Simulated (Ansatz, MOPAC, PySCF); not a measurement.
Noncovalent pair: HF (SMILES F) (first 2 atoms) with CH4O (SMILES CO); geometry from B3LYP-D3(BJ)/def2-TZVP, rigid monomers moved along the line of their centres of mass till H2···O4 is 2.29 Å.
(charge 0, multiplicity 1):
```xyz
8

F      0.0851     0.0129     0.2358
H     -0.2159    -0.0603     1.1336
C      0.4929     0.4135     4.1704
O     -0.5764    -0.1462     3.3966
H      0.2213     0.4656     5.2265
H      0.6519     1.4206     3.7926
H      1.4147    -0.1605     4.0514
H     -0.7514    -1.0461     3.6920
```

Interaction energies are E(AB) − E(A) − E(B) at the monomers' geometry in the complex; basis-set methods are counterpoise corrected. Rows marked so take none.

Frozen-core correlation. CBS(a, b) extrapolates the correlation energy as X⁻³ and adds the Hartree–Fock energy of set b. Rows in 6-311+G**, 6-31G*, STO-3G carry no dispersion term and start afresh at each structure (6-31G* with six Cartesian d functions). The state that PM3, PM6, PM7 reach isn't checked; PM7 holds dispersion and hydrogen-bond terms.

Run with Ansatz (Gaussian basis) for Hartree–Fock, density functionals and correlated methods; MOPAC for PM3, PM6, PM7 (differences of heats of formation); PySCF for 6-311+G** rows, 6-31G* rows, STO-3G rows, the dispersion terms. Each number belongs to the level named beside it.

Other levels give for the interaction energy: PBE/def2-TZVPPD -26.3; B3LYP/def2-TZVPPD -25.3; B3LYP-D3(BJ)/def2-TZVPPD -27.7; wB97M-V/def2-TZVPPD -26.8; MP2/CBS(aug-cc-pVDZ, aug-cc-pVTZ) + ΔCCSD(T)/aug-cc-pVDZ -26.5 kJ/mol.

Common cheap choices:

```json
[
 {"level": "PM3", "interaction energy (kJ/mol)": "-7.9", "less -26.5 (MP2/CBS(aug-cc-pVDZ, aug-cc-pVTZ) + ΔCCSD(T)/aug-cc-pVDZ)": "18.6"},
 {"level": "PM6", "interaction energy (kJ/mol)": "-13.9", "less -26.5 (MP2/CBS(aug-cc-pVDZ, aug-cc-pVTZ) + ΔCCSD(T)/aug-cc-pVDZ)": "12.6"},
 {"level": "PM7", "interaction energy (kJ/mol)": "-14.4", "less -26.5 (MP2/CBS(aug-cc-pVDZ, aug-cc-pVTZ) + ΔCCSD(T)/aug-cc-pVDZ)": "12.1"},
 {"level": "HF/STO-3G (no counterpoise)", "interaction energy (kJ/mol)": "-14.2", "less -26.5 (MP2/CBS(aug-cc-pVDZ, aug-cc-pVTZ) + ΔCCSD(T)/aug-cc-pVDZ)": "12.3"},
 {"level": "HF/6-31G* (no counterpoise)", "interaction energy (kJ/mol)": "-30.1", "less -26.5 (MP2/CBS(aug-cc-pVDZ, aug-cc-pVTZ) + ΔCCSD(T)/aug-cc-pVDZ)": "-3.6"},
 {"level": "BP86/6-31G* (no counterpoise)", "interaction energy (kJ/mol)": "-30.0", "less -26.5 (MP2/CBS(aug-cc-pVDZ, aug-cc-pVTZ) + ΔCCSD(T)/aug-cc-pVDZ)": "-3.5"},
 {"level": "B3LYP/6-31G* (no counterpoise)", "interaction energy (kJ/mol)": "-32.5", "less -26.5 (MP2/CBS(aug-cc-pVDZ, aug-cc-pVTZ) + ΔCCSD(T)/aug-cc-pVDZ)": "-6.0"},
 {"level": "B3LYP/6-311+G** (no counterpoise)", "interaction energy (kJ/mol)": "-29.8", "less -26.5 (MP2/CBS(aug-cc-pVDZ, aug-cc-pVTZ) + ΔCCSD(T)/aug-cc-pVDZ)": "-3.4"}
]
```

Ansatz is a program for electronic structure.
